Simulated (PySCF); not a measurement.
**Polarisability and C₆ of Mn²⁺ (manganese, charge +2)**

[Ar] 3d4 4s1, high-spin 6D determinant (an excited configuration). Computed with PySCF 2.14 in aug-cc-pwCVTZ-DK with one added diffuse shell each of s, p, d, f, g type (11s10p8d5f4g, 152 functions), with the spin-free X2C one-electron Hamiltonian (Gaussian nucleus). Coupled (time-dependent) response in atomic units; α is the mean over directions.

```csv
method,mean α (bohr³),"α xx, yy, zz",C₆ (like pair),S(−4)
UHF,22.51,"22.84, 22.84, 21.84",93.40,480.3
```

S(−4) is the Cauchy moment in α(ω) = α(0) + S(−4) ω² + …

α(iu) at UHF:

| u (hartree) | α(iu) (bohr³) |
| --- | --- |
| 0 | 22.51 |
| 0.0500 | 21.38 |
| 0.100 | 18.62 |
| 0.200 | 12.60 |
| 0.300 | 8.585 |
| 0.500 | 4.837 |
| 0.750 | 3.071 |
| 1.00 | 2.263 |
| 1.50 | 1.486 |
| 2.00 | 1.089 |
| 3.00 | 0.6699 |
| 5.00 | 0.3296 |

A single London oscillator, α(iu) = α/(1 + u²/ω²), gives C₆ = (3/4) ω α². Matching the computed C₆ needs ω = 4 × 93.40 / (3 × 22.51²) = 0.246 hartree.

For an ion, C₆ is the dispersion term alone; charge-induced terms of lower order in 1/R come first.

The components differ because the open shell of this determinant is not spherical; for a pure term their mean is the scalar polarisability.
